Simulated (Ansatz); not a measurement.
The cluster Au2O2⁻, relaxed as a doublet with UKS PBE-D4/def2-TZVPD in Ansatz, starting from the GFN2-xTB geometry. Force threshold 0.02 eV/Å.

In the def2 sets Au takes a core potential; there is no spin–orbit coupling. The structure holds one bond between oxygen atoms, so isomers without such links may lie far lower. The structure comes from a short search, and lower isomers may exist.

Start:

```
atom   x (Å)   y (Å)   z (Å)
 Au1   0.166  -1.791   2.197
 Au2  -0.039  -0.396   0.154
  O3  -0.252   0.604  -1.639
  O4   0.124   1.583  -0.713
```

(1) Estimate the energy that the relaxation releases and the steps that it takes.

(2) Does the start keep its bonding and symmetry?

(3) Predict the relaxed structure.

## Answers

(1) 89.2 kJ/mol, in 9 steps; 62 s on 4 threads of Intel Xeon on a shared host. No frequencies were taken in this run, so the end may be a saddle point.

(2) Bonds lost: Au2–O4 (atoms count from 1). Point group Cs at the start, Cs at the end, both within 0.05 Å.

(3) 
```xyz
4

Au    0.139   -2.111    2.340
Au   -0.027   -0.535    0.314
O    -0.185    0.683   -1.390
O     0.072    1.964   -1.264
```
Bond lengths (bridged metal pairs left out): 1 × Au–Au 2.57 Å; 1 × Au–O 2.10 Å; 1 × O–O 1.31 Å.
